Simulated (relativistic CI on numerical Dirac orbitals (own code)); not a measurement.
## Rh2+: 3p photoemission

Computed with this model: Dirac-Coulomb-Breit CI, KLI orbitals optimised for each configuration, a model potential for QED, valence Slater integrals scaled by 0.8, multiplet model of photoemission in the sudden approximation; configurations [Kr] 4d7 → [Ne] 3s2 3p5 3d10 4s2 4p6 4d7; 300 K; Lorentzian 2 eV and Gaussian 0.6 eV FWHM. Energies are those of the free ion, without screening or charge transfer. The energies are binding energies and can lie tens of eV above those of solids. S is read from ⟨S²⟩ = S(S + 1).

Field parameters in Wybourne normalisation: D3d B²₀ = −7Dσ, B⁴₀ = −14Dq − 21Dτ, B⁴₃ = −14√(10/7) Dq. The field is a parameter set, without covalency.

free ion: ground-state S = 1.48, centroid 539.48 eV. Peaks (eV, height): 531.0 (100), 556.4 (55).

D3d, 10Dq = 27550, Dσ = -1200, Dτ = 60 cm⁻¹: ground-state S = 0.52, centroid 539.74 eV. Peaks (eV, height): 531.2 (100), 556.6 (54).

Strongest unbroadened transitions for free ion:

| Energy (eV) | Relative strength |
| --- | --- |
| 530.58 | 100.0 |
| 530.91 | 46.2 |
| 531.04 | 21.3 |
| 531.10 | 36.2 |
| 531.14 | 60.7 |
| 531.42 | 9.4 |
| 531.65 | 16.0 |
| 532.21 | 1.0 |
| 532.54 | 2.0 |
| 532.69 | 5.3 |
| 532.86 | 1.6 |
| 532.98 | 1.0 |
| 533.02 | 1.4 |
| 533.07 | 1.9 |
| 533.44 | 1.0 |
| 556.26 | 61.3 |
| 556.37 | 84.3 |
| 556.65 | 7.8 |
